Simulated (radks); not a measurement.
Problem. Spherical quantum dot in the effective-mass picture: electrons in a parabolic well V = omega^2 r^2 / 2 with omega = 0.259, with a point charge +2 (a donor) at the centre, all in effective atomic units (hartree* = m*/eps^2 hartree, bohr* = eps/m* bohr), one dielectric constant everywhere. Method: non-relativistic Kohn-Sham, LDA (Slater exchange, Perdew-Wang correlation), spin-polarised, spherical densities; computed with a radial shooting solver with Libxc functionals. Levels are named by radial order and angular momentum (1s, 1p, 1d, 2s, ...), and open shells are averaged over m. At N = 19 the configuration is 1s2 1p6 1d(up 5, down 4) 2s2. Does electron 20 go into 1f down or 1d down or 1f up?

Solution. Into 1d down. The total energies of the other choices lie higher by 0.113 hartree* (1f up), 0.118 hartree* (1f down).
